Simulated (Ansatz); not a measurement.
Two members of one family (Series Nb(S)X3), computed with Ansatz in the gas phase; def2 core potentials for Nb, no spin–orbit coupling. Binding counts from free atoms in the multiplicity of their measured ground term, without zero-point energy. A dash marks a value that wasn't run or was left out as unsound. The structures are stationary points that may keep the symmetry of their start. Remarks come from the PBE and PBE0 runs and from stability tests at other levels; not every state was tested. HOMO above LUMO (over both spins in singlets and doublets, within one spin in higher multiplets; at PBE or PBE0), or a gap under 0.15 eV within one spin, warns that the state may not be the lowest or that an electron is smeared out.

First: NbSCl3 (singlet, charge 0, PBE-D4/def2-SVP geometry).

```xyz
5

Nb   -0.0060    0.0085   -0.0042
S     1.1218   -1.6072    0.8386
Cl    1.3843    1.1796   -1.3889
Cl   -0.7451    1.3143    1.7188
Cl   -1.7550   -0.8952   -1.1642
```

```
                level  HOMO (eV)  LUMO (eV)  gap (eV)  vertical IE (eV)  vertical triplet (eV)  binding per atom (eV)
LDA (SPW92)/def2-TZVP      -7.45      -4.37      3.08                 –                      –                   4.64
  r2SCAN-D4/def2-TZVP      -7.61      -4.18      3.42             10.17                   2.95                   3.96
     PBE0-D4/def2-SVP      -8.52      -3.47      5.05                 –                      –                   3.89
    PBE0-D4/def2-TZVP      -8.49      -3.51      4.98             10.26                   2.76                   3.86
   BHLYP-D4/def2-TZVP      -9.48      -2.63      6.85                 –                      –                   3.59
```

Metal–donor distances: 1 × S 2.14 Å, 3 × Cl 2.28 Å. Remarks: gap within one spin near zero at PBE or PBE0 (+1 doublet).

Second: NbSF3 (singlet, charge 0, PBE-D4/def2-SVP geometry).

| atom | x (Å) | y (Å) | z (Å) |
| --- | --- | --- | --- |
| Nb1 | 0.089 | 0.008 | -0.014 |
| S2 | -2.030 | -0.196 | 0.313 |
| F3 | 0.343 | 0.499 | -1.794 |
| F4 | 0.882 | -1.639 | 0.351 |
| F5 | 0.716 | 1.328 | 1.144 |

Task: What does the change do? Estimate second minus first.

Result: 
| level | Δ HOMO (eV) | Δ LUMO (eV) | Δ gap (eV) | Δ vertical IE (eV) | Δ vertical triplet (eV) | Δ binding per atom (eV) |
| --- | --- | --- | --- | --- | --- | --- |
| LDA (SPW92)/def2-TZVP | -0.08 | 0.47 | 0.55 | – | – | 1.10 |
| r2SCAN-D4/def2-TZVP | -0.03 | 0.54 | 0.57 | 0.51 | 0.43 | 0.87 |
| PBE0-D4/def2-SVP | -0.06 | 0.55 | 0.61 | – | – | 0.87 |
| PBE0-D4/def2-TZVP | -0.09 | 0.55 | 0.64 | 0.49 | 0.36 | 0.81 |
| BHLYP-D4/def2-TZVP | -0.17 | 0.54 | 0.70 | – | – | 0.76 |

Metal–donor distances: 1 × S 2.15 Å, 3 × F 1.86 Å.
